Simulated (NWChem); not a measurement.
# Correlation energy of Zn

```
Zn
```
Charge 0, spin multiplicity 1.

Program: NWChem.

Basis set: def2-TZVP. Each correlation energy counts from its own Hartree-Fock reference.

The correlated methods keep 9 core orbitals frozen. Coupled-cluster values serve here as a point of comparison, not as the truth.

One of these methods gave a correlation energy of -403.7 mHa. Which?
A. CR-CCSD[T]
B. CCSD
C. MP2
D. SCS-MP2

C, MP2. The others give -359.8 (SCS-MP2), -383.5 (CR-CCSD[T]), -375.3 (CCSD).
